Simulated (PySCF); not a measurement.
PySCF input for Al(Cl)(H)(SeH) (AlClH₂Se), SMILES [SeH][AlH][Cl], TDA-LC-ωPBE/def2-SVPD. The structure is a stationary point at PBE0-D3(BJ)/def2-TZVP. The values are those of a single conformer.

```python
import numpy as np
from pyscf import gto, scf, dft, tdscf

mol = gto.M(
    atom='''
    Al   -0.82600778   -0.66627590   -0.00000000
    Cl    0.42117101   -2.34819727    0.00000000
    H    -2.38633307   -0.83766507    0.00000000
    Se    0.13186083    1.42857509    0.00000000
    H     1.48125878    0.84705204   -0.00000000
    ''',
    basis='def2-SVPD',
    charge=0,
    spin=0,
    symmetry=True,
    max_memory=1600,
    verbose=4,
)
mf = dft.RKS(mol, xc='lc_wpbe').density_fit(auxbasis='def2-universal-jkfit')
mf.grids.level = 3
mf.conv_tol = 1e-9
mf.max_cycle = 100
mf.kernel()
mf.grids = dft.Grids(mol).set(level=1).build(with_non0tab=True)  # coarser grid for the response kernel
td = tdscf.TDA(mf)
td.singlet = True
td.nstates = 10
td.conv_tol = 1e-4
td.kernel(x0=td.get_init_guess(mf, 15))
td.analyze()
tt = tdscf.TDA(mf)
tt.singlet = False
tt.nstates = 4
tt.conv_tol = 1e-4
tt.kernel(x0=tt.get_init_guess(mf, 9))
tt.analyze(verbose=3)
```

Log of the run:

```
PySCF version 2.14.0

[INPUT] verbose = 4
[INPUT] num. atoms = 5
[INPUT] num. electrons = 66
[INPUT] charge = 0
[INPUT] spin (= nelec alpha-beta = 2S) = 0
[INPUT] symmetry True subgroup None
[INPUT] Mole.unit = angstrom
[INPUT] Symbol           X                Y                Z      unit          X                Y                Z       unit  Magmom
[INPUT]  1 Al    -0.826007780000  -0.666275900000   0.000000000000 AA   -1.560928480960  -1.259078974398   0.000000000000 Bohr   0.0
[INPUT]  2 Cl     0.421171010000  -2.348197270000   0.000000000000 AA    0.795897860506  -4.437449726751   0.000000000000 Bohr   0.0
[INPUT]  3 H     -2.386333070000  -0.837665070000   0.000000000000 AA   -4.509515944293  -1.582957566415   0.000000000000 Bohr   0.0
[INPUT]  4 Se     0.131860830000   1.428575090000   0.000000000000 AA    0.249180855258   2.699615668476   0.000000000000 Bohr   0.0
[INPUT]  5 H      1.481258780000   0.847052040000   0.000000000000 AA    2.799173413807   1.600696368854   0.000000000000 Bohr   0.0

nuclear repulsion = 268.193708191365
point group symmetry = Cs
symmetry origin: [-1.14528850e-09 -7.44437541e-09  0.00000000e+00]
symmetry axis x: [1.00000000e+00 2.55618922e-10 0.00000000e+00]
symmetry axis y: [-2.55618922e-10  1.00000000e+00  0.00000000e+00]
symmetry axis z: [0. 0. 1.]
num. orbitals of irrep A' = 76
num. orbitals of irrep A" = 32
number of shells = 44
number of NR pGTOs = 190
number of NR cGTOs = 108
basis = def2-SVPD
ecp = {}


[settings echo left out]
init E= -3103.52347820798
HOMO (A") = -0.338457351490766  LUMO (A') = -0.0176354290363459  gap/eV = 8.73001
cycle= 1 E= -3104.40433165808  delta_E= -0.881  |g|= 0.346  |ddm|= 2.35
HOMO (A") = -0.377095967509247  LUMO (A") = -0.00446453536240288  gap/eV = 10.13982
cycle= 2 E= -3104.43702005342  delta_E= -0.0327  |g|= 0.188  |ddm|= 0.768
HOMO (A") = -0.377439848240261  LUMO (A") = 0.0205528803640309  gap/eV = 10.82993
cycle= 3 E= -3104.44679249112  delta_E= -0.00977  |g|= 0.0235  |ddm|= 0.28
HOMO (A") = -0.377704706617049  LUMO (A") = 0.0223457103963121  gap/eV = 10.88593
cycle= 4 E= -3104.44713900981  delta_E= -0.000347  |g|= 0.00842  |ddm|= 0.0681
HOMO (A") = -0.376815986484771  LUMO (A") = 0.0230428962362108  gap/eV = 10.88071
cycle= 5 E= -3104.44717228796  delta_E= -3.33e-05  |g|= 0.00225  |ddm|= 0.0211
HOMO (A") = -0.376778921954657  LUMO (A") = 0.0228437195522009  gap/eV = 10.87429
cycle= 6 E= -3104.4471746521  delta_E= -2.36e-06  |g|= 0.00068  |ddm|= 0.00507
HOMO (A") = -0.376942243823922  LUMO (A") = 0.0228131098055591  gap/eV = 10.87790
cycle= 7 E= -3104.44717483304  delta_E= -1.81e-07  |g|= 0.000214  |ddm|= 0.00134
HOMO (A") = -0.376923838701568  LUMO (A") = 0.0228190551681018  gap/eV = 10.87756
cycle= 8 E= -3104.44717486118  delta_E= -2.81e-08  |g|= 5.43e-05  |ddm|= 0.000509
HOMO (A") = -0.376921869673674  LUMO (A") = 0.0228232703498059  gap/eV = 10.87762
cycle= 9 E= -3104.44717486366  delta_E= -2.47e-09  |g|= 1.61e-05  |ddm|= 0.000146
HOMO (A") = -0.376923339168523  LUMO (A") = 0.0228224151358862  gap/eV = 10.87764
cycle= 10 E= -3104.44717486396  delta_E= -3.07e-10  |g|= 4.34e-06  |ddm|= 5.28e-05
HOMO (A") = -0.376923243118198  LUMO (A") = 0.022822531095581  gap/eV = 10.87764
Extra cycle  E= -3104.44717486399  delta_E= -2.64e-11  |g|= 2.02e-06  |ddm|= 1.24e-05
converged SCF energy = -3104.44717486399
tot grids = 24944


******** <class 'pyscf.tdscf.rks.TDA'> for <class 'pyscf.df.df_jk.DFSymAdaptedRKS'> ********
nstates = 10 singlet
deg_eia_thresh = 1.000e-03
wfnsym = None
conv_tol = 0.0001
eigh lindep = 1e-12
eigh level_shift = 0
eigh max_cycle = 100


Excitation energies (eV)
[5.87267137 6.08331324 6.32657912 6.47299695 7.48745947 7.80493021
 7.81930232 7.86877216 7.96714292 8.21048258]

** Singlet excitation energies and oscillator strengths **
Excited State   1:   A"      5.87267 eV    211.12 nm  f=0.0021
      33 -> 35       -0.14898
      33 -> 36        0.60522
      33 -> 38       -0.20445
      33 -> 41        0.10427
      33 -> 42        0.11866
      33 -> 44       -0.10640
Excited State   2:   A'      6.08331 eV    203.81 nm  f=0.0813
      32 -> 35       -0.11092
      32 -> 36        0.13086
      33 -> 34       -0.65715
Excited State   3:   A"      6.32658 eV    195.97 nm  f=0.0318
      32 -> 34        0.47980
      33 -> 35       -0.41577
      33 -> 37        0.17447
      33 -> 39       -0.14485
Excited State   4:   A"      6.47300 eV    191.54 nm  f=0.0604
      32 -> 34       -0.47502
      33 -> 35       -0.42238
      33 -> 36       -0.12576
      33 -> 37        0.17426
      33 -> 39       -0.14189
Excited State   5:   A'      7.48746 eV    165.59 nm  f=0.0512
      32 -> 35       -0.10847
      32 -> 36        0.58953
      32 -> 37       -0.19765
      32 -> 38       -0.10650
      32 -> 44       -0.10002
      33 -> 34        0.13393
Excited State   6:   A'      7.80493 eV    158.85 nm  f=0.4199
      31 -> 36       -0.16143
      32 -> 35        0.59670
      32 -> 37       -0.14388
      32 -> 39        0.16465
      32 -> 42        0.10209
      33 -> 40        0.10067
Excited State   7:   A"      7.81930 eV    158.56 nm  f=0.0154
      29 -> 34       -0.19911
      30 -> 35       -0.10544
      31 -> 34        0.51897
      32 -> 34       -0.10944
      33 -> 37        0.14305
      33 -> 41        0.16370
      33 -> 42        0.18427
      33 -> 44        0.11918
Excited State   8:   A"      7.86877 eV    157.56 nm  f=0.0005
      31 -> 34       -0.36918
      33 -> 35        0.13550
      33 -> 37        0.35868
      33 -> 38       -0.14816
      33 -> 41        0.13471
      33 -> 42        0.27619
      33 -> 44        0.24378
      33 -> 50        0.10591
Excited State   9:   A"      7.96714 eV    155.62 nm  f=0.0065
      29 -> 34       -0.64217
      31 -> 34       -0.16764
Excited State  10:   A'      8.21048 eV    151.01 nm  f=0.0224
      30 -> 34        0.66037

** Transition electric dipole moments (AU) **
state          X           Y           Z        Dip. S.      Osc.
  1         0.0000     -0.0000     -0.1221      0.0149      0.0021
  2         0.3136      0.6685      0.0000      0.5453      0.0813
  3        -0.0000     -0.0000     -0.4531      0.2053      0.0318
  4        -0.0000     -0.0000     -0.6173      0.3811      0.0604
  5        -0.3998     -0.3452     -0.0000      0.2790      0.0512
  6         0.6611      1.3262      0.0000      2.1960      0.4199
  7         0.0000     -0.0000      0.2835      0.0804      0.0154
  8        -0.0000      0.0000     -0.0534      0.0029      0.0005
  9         0.0000     -0.0000      0.1828      0.0334      0.0065
 10        -0.2601      0.2086     -0.0000      0.1111      0.0224

** Transition velocity dipole moments (imaginary part, AU) **
state          X           Y           Z        Dip. S.      Osc.
  1        -0.0000     -0.0000      0.0263      0.0007      0.0021
  2         0.0297      0.0634      0.0000      0.0049      0.0146
  3        -0.0000     -0.0000     -0.0934      0.0087      0.0250
  4        -0.0000     -0.0000     -0.1613      0.0260      0.0729
  5        -0.0767     -0.0173      0.0000      0.0062      0.0150
  6         0.1771      0.3557      0.0000      0.1579      0.3669
  7        -0.0000     -0.0000      0.0231      0.0005      0.0012
  8        -0.0000     -0.0000     -0.0160      0.0003      0.0006
  9         0.0000     -0.0000      0.0522      0.0027      0.0062
 10        -0.0233      0.0268     -0.0000      0.0013      0.0028

** Transition magnetic dipole moments (imaginary part, AU) **
state          X           Y           Z
  1         0.1030      0.5423      0.0000
  2         0.0000     -0.0000      0.2490
  3         1.0908     -0.8432     -0.0000
  4        -0.0838      0.6001     -0.0000
  5         0.0000      0.0000      0.2421
  6         0.0000      0.0000     -0.3768
  7        -0.8603     -0.9409      0.0000
  8         0.0647      0.4142     -0.0000
  9         0.2552     -0.5325      0.0000
 10         0.0000     -0.0000      0.1771


******** <class 'pyscf.tdscf.rks.TDA'> for <class 'pyscf.df.df_jk.DFSymAdaptedRKS'> ********
nstates = 4 triplet
deg_eia_thresh = 1.000e-03
wfnsym = None
conv_tol = 0.0001
eigh lindep = 1e-12
eigh level_shift = 0
eigh max_cycle = 100


Excitation energies (eV)
[5.16879348 5.34551631 5.80208045 6.00679319]

** Triplet excitation energies and oscillator strengths **
Excited State   1:   A'      5.16879 eV    239.87 nm  f=0.0000
Excited State   2:   A"      5.34552 eV    231.94 nm  f=0.0000
Excited State   3:   A"      5.80208 eV    213.69 nm  f=0.0000
Excited State   4:   A"      6.00679 eV    206.41 nm  f=0.0000
```

The run converged.

Cost: very roughly 60 core-seconds.
